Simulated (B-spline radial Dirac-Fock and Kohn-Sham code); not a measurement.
# Diagram lines of Ir⁴⁰⁺

System: Ir⁴⁰⁺, [Kr] 4d1.

The run's input, task.json:

```json
{"items": [{
  "Z": 77,
  "q": 40,
  "cfg": [[1, 0, 2], [2, 0, 2], [2, 1, 6], [3, 0, 2], [3, 1, 6], [3, 2, 10], [4, 0, 2], [4, 1, 6], [4, 2, 1]],
  "A": 193,
  "rrms": 5.4032,
  "do": ["binding"]
}]}
```

Launch: `python xray_run.py task.json out`

Method: relaxed Dirac-Fock hole states (ΔSCF) with Breit and QED corrections and a finite nucleus. Computed with a B-spline atomic structure program. A line energy is the difference of two single-hole energies; the list is a selection of electric-dipole transitions between resolved j subshells. The model has no electron correlation.

```
 line  energy (eV)  wavelength (Å)
 Kβ2'      75948.9         0.16325
Kβ2''      75834.7         0.16349
  Kβ1      73621.6         0.16841
  Kβ3      73253.7         0.16925
  Kα1      64890.6         0.19107
  Kα2      63280.1         0.19593
  Lγ3      13268.2         0.93445
  Lγ2      13154.0         0.94256
  Lγ5      12432.9         0.99723
  Lβ3      10940.9          1.1332
  Lβ6      10822.4          1.1456
  Lβ1      10767.6          1.1515
  Lβ4      10572.9          1.1727
   Lη       9711.9          1.2766
  Lα1       9235.5          1.3425
  Lα2       9157.2          1.3540
   Lℓ       8101.4          1.5304
  Mζ1       1822.9          6.8016
  Mζ2       1787.0          6.9383
```
